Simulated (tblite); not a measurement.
C6H8S (charge -1 and doublet state).
Z-matrix (Å and degrees, GFN2-xTB geometry), rows numbered from 1:
```
C 
C   1  1.3286
C   2  1.4620  1  128.58
C   3  1.3813  2  115.08  1   154.46
C   3  1.4119  2  123.04  1   -26.39
C   5  1.5070  3  118.80  2   177.94
S   5  1.6983  3  125.87  2    -6.09
H   1  1.0822  2  121.28  3  -178.94
H   1  1.0741  2  122.16  3     2.45
H   2  1.0896  1  117.89  3   176.49
H   4  1.0752  3  123.60  2  -179.73
H   4  1.0796  3  120.50  2    -1.50
H   6  1.0947  5  111.22  3   -58.21
H   6  1.0952  5  111.20  3    61.95
H   6  1.0889  5  109.53  3  -178.29
```

Calculated harmonic vibrations of the isolated species, GFN2-xTB (tblite), most abundant isotopes, no scaling. Against measured fundamentals such values can be off by several per cent, at times by over 20. One conformer, not necessarily the lowest. Open shells enter through the occupations alone, without spin polarisation, and single modes of such species can be off by tens of per cent.

Harmonic wavenumbers (cm⁻¹): 47.6, 86.4, 202.2, 216.2, 273.2, 311.1, 356.8, 408.3, 433.8, 537.7, 564.1, 585.2, 648.6, 691.8, 849.1, 885.6, 973.4, 995.3, 1006.4, 1025.0, 1132.9, 1167.4, 1310.9, 1350.7, 1382.7, 1416.2, 1428.5, 1496.7, 1498.8, 1518.8, 1670.5, 2903.0, 2926.6, 2955.8, 3013.5, 3033.3, 3058.3, 3114.9, 3144.6.

A = 2591, B = 2222, C = 1224 MHz; mass 112.035 u (most abundant isotopes); point group C1, symmetry number 1; spin multiplicity 2.

Q: Zero-point energy?

A: Half the sum of the wavenumbers: 25311 cm⁻¹ = 302.79 kJ/mol.

Q: Entropy at 500 K, 1 bar (ideal gas, RRHO, classical rotation)?

A: Translation 178.45, rotation 124.49, vibration 158.38, spin (R ln 2) 5.76: S = 467.1 J/(mol K).

Q: And Cp and H(500 K) − H(0)?

A: Cp = 192.85 J/(mol K), of which vibrations give 159.59 (their classical limit is 39 R = 324.3); H(500 K) − H(0) = 58.21 kJ/mol without the zero-point energy, 41.58 from vibrations.

Q: Which modes carry the vibrational entropy at 500 K?

A: 47.6 cm⁻¹: 24.85; 86.4 cm⁻¹: 19.91; 202.2 cm⁻¹: 12.93; 216.2 cm⁻¹: 12.39; 273.2 cm⁻¹: 10.53; 311.1 cm⁻¹: 9.51 J/(mol K); the other 33 give 68.26 together.

Q: What must be added to the electronic energy to get the Gibbs energy at 500 K and 1 bar?

A: ZPE + [H(500 K) − H(0)] − T·S = 302.79 + 58.21 − 233.54 = 127.46 kJ/mol.

Q: How do the functions run with temperature in this model?

A: 
```csv
T (K),S (J/(mol K)),Cp (J/(mol K)),H − H(0) (kJ/mol),G − H(0) (kJ/mol),ln q(vib)
50,241.4,47.3,1.97,-10.10,0.39
100,279.3,64.7,4.75,-23.18,1.19
298.15,382.7,135.4,24.76,-89.34,4.98
373.15,415.7,159.0,35.82,-119.29,6.49
750,555.0,240.2,112.79,-303.43,13.91
1000,628.6,271.4,176.99,-451.63,18.42
```

q(vib) and H(0) count from the zero-point level.

Hindered rotation and anharmonicity are outside this model. Other conformers, if any are populated, would add a mixing term that is left out. The structure is chiral; the term R ln 2 for an equal mix with its mirror image is left out.
